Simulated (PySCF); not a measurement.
C₇H₁₀O₂.
Geometry (PBE0-D3(BJ)/def2-SVP, Å), atoms numbered from 1 in this order:
```xyz
19
C7H10O2 angstrom
C     -2.9001    1.0128    0.3537
C     -1.7256    0.4664    0.0371
C     -1.5172   -0.7047   -0.9043
C     -0.0186   -0.7007   -1.1997
C      0.5835   -0.1883    0.1020
O      1.9016    0.3197   -0.1084
C      2.8812   -0.1056    0.6871
O      2.7804   -0.8891    1.5862
C     -0.3750    0.9123    0.5512
H     -3.8333    0.6457   -0.0825
H     -2.9716    1.8451    1.0592
H     -1.7985   -1.6394   -0.3879
H     -2.1428   -0.6407   -1.8065
H      0.3809   -1.6802   -1.4988
H      0.2218    0.0204   -1.9984
H      0.6406   -0.9901    0.8533
H      3.8281    0.3870    0.3814
H     -0.3572    1.0868    1.6371
H     -0.0710    1.8536    0.0611
```

All values: PBE0/def2-SVPD (PySCF, non-relativistic), on one gas-phase PBE0-D3(BJ)/def2-SVP geometry that isn't relaxed in the solvent. The solvent is an IEF-PCM continuum (Bondi radii, 1.10 Å for H, scaled by 1.2), and excitations are vertical TDDFT with non-equilibrium linear response and a frozen core. The model holds no explicit solvent molecules, cavitation or dispersion.

Gas-phase singlets (H = HOMO, L = LUMO):

| state | E (eV) | λ (nm) | f | leading configuration |
| --- | --- | --- | --- | --- |
| S1 | 5.946 | 209 | 0.001 | H-1→L+1 94% |
| S2 | 6.450 | 192 | 0.001 | H→L+1 92% |
| S3 | 6.626 | 187 | 0.292 | H→L 89% |
| S4 | 6.737 | 184 | 0.005 | H→L+2 89% |
| S5 | 7.392 | 168 | 0.009 | H→L+3 50% |

Give the list for chloroform (ε = 4.711), n² = 2.09.

```csv
state,E (eV),λ (nm),f,leading configuration,change by rank (eV)
S1,6.035,205,0.002,H-1→L 94%,+0.089
S2,6.309,197,0.001,H→L 97%,-0.141
S3,6.482,191,0.379,H→L+1 96%,-0.144
S4,6.760,183,0.010,H→L+2 85%,+0.023
S5,7.408,167,0.011,H→L+3 59%,+0.016
```

How does the list change in acetonitrile (ε = 35.69)?

```
state  E (eV)  λ (nm)      f  leading configuration  change by rank (eV)
   S1   6.074     204  0.002              H-1→L 92%               +0.128
   S2   6.282     197  0.001                H→L 96%               -0.168
   S3   6.515     190  0.368              H→L+1 96%               -0.111
   S4   6.783     183  0.011              H→L+2 83%               +0.046
   S5   7.419     167  0.009              H→L+3 57%               +0.027
```

The ground-state energy changes by -0.241 eV from gas to acetonitrile. By how much does the total energy of gas-phase S3 change?

E(S3) = E(S0) + excitation energy, so it changes by -0.241 − 0.111 = -0.352 eV: it is lowered more than the ground state, which is what a red shift means. This is the vertical state, with the slow part of the continuum still set for S0.

How do the frontier levels move from gas to acetonitrile?

```json
{"orbital": "LUMO+2", "gas (eV)": "0.66", "solvent (eV)": "0.86", "change (eV)": "+0.20", "Löwdin shares, gas": "C3 11 %, C4 10 %, C1 9 %, C9 8 %", "Löwdin shares, solvent": "C7 10 %, C1 10 %, C9 8 %, C3 8 %"}
{"orbital": "LUMO+1", "gas (eV)": "-0.04", "solvent (eV)": "0.08", "change (eV)": "+0.12", "Löwdin shares, gas": "C7 40 %, O8 29 %, O6 16 %, H17 8 %", "Löwdin shares, solvent": "C2 31 %, C1 26 %, C9 6 %, H11 6 %"}
{"orbital": "LUMO", "gas (eV)": "-0.09", "solvent (eV)": "-0.07", "change (eV)": "+0.02", "Löwdin shares, gas": "C2 29 %, C1 25 %, C3 6 %, C9 6 %", "Löwdin shares, solvent": "C7 42 %, O8 30 %, O6 17 %, H17 8 %"}
{"orbital": "HOMO", "gas (eV)": "-7.21", "solvent (eV)": "-7.07", "change (eV)": "+0.14", "Löwdin shares, gas": "C1 38 %, C2 31 %, C3 6 %, C9 6 %", "Löwdin shares, solvent": "C1 38 %, C2 31 %, C3 7 %, C9 6 %"}
{"orbital": "HOMO-1", "gas (eV)": "-8.39", "solvent (eV)": "-8.53", "change (eV)": "-0.14", "Löwdin shares, gas": "O8 66 %, C7 13 %, O6 8 %, H17 7 %", "Löwdin shares, solvent": "O8 62 %, C7 12 %, O6 8 %, H17 7 %"}
{"orbital": "HOMO-2", "gas (eV)": "-8.73", "solvent (eV)": "-8.68", "change (eV)": "+0.05", "Löwdin shares, gas": "O6 34 %, O8 20 %, C9 10 %, C5 10 %", "Löwdin shares, solvent": "O6 30 %, O8 16 %, C9 12 %, C5 11 %"}
{"orbital": "HOMO-3", "gas (eV)": "-9.42", "solvent (eV)": "-9.20", "change (eV)": "+0.22", "Löwdin shares, gas": "C4 16 %, C5 14 %, C3 10 %, C9 8 %", "Löwdin shares, solvent": "C4 17 %, C5 12 %, C3 12 %, C2 7 %"}
```

The HOMO–LUMO gap goes from 7.12 to 7.00 eV. Rows go by rank; for LUMO and LUMO+1 the atom shares or the degeneracy differ between the runs, so the row needn't follow one orbital.
